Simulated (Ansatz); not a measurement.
ReS2⁺. The state is a quintet with charge 1. Geometry PBE0-D4/def2-TZVP; atoms count from 1.

```csv
atom,x (Å),y (Å),z (Å)
Re1,0.836,0.214,-0.227
S2,-0.196,0.581,1.576
S3,-0.640,-0.795,-1.349
```

In the def2 sets Re takes a core potential; there is no spin–orbit coupling. At PBE0-D4/def2-TZVP a triplet of charge 1 lies 1.19 eV below the quintet, each at its own geometry. The structure comes from a short search, and lower isomers may exist.

**Question.** Estimate the Mulliken populations from the PBE0/def2-TZVP orbitals of Ansatz.

**Answer.** 
```tsv
atom	charge (e)	spin (α − β)	d electrons
Re1	0.86	2.70	5.23
S2	0.07	0.65	–
S3	0.07	0.65	–
```
Mulliken values and Mayer orders depend strongly on the basis.

**Question.** Where does the spin sit?

**Answer.** Summed by element: Re 2.70, S 1.30, of 4 unpaired in all. Largest on single atoms: Re1 2.70, S2 0.65, S3 0.65.

**Question.** And the Mayer bond orders between bonded heavy atoms (over 0.3)?

**Answer.** Re1–S2 2.02 (2.11 Å); Re1–S3 2.02 (2.11 Å). Values over 0.3 also appear between atoms too far apart for a bond (S2–S3 0.35 at 3.26 Å); they arise where an orbital or an unpaired electron spreads over both atoms.
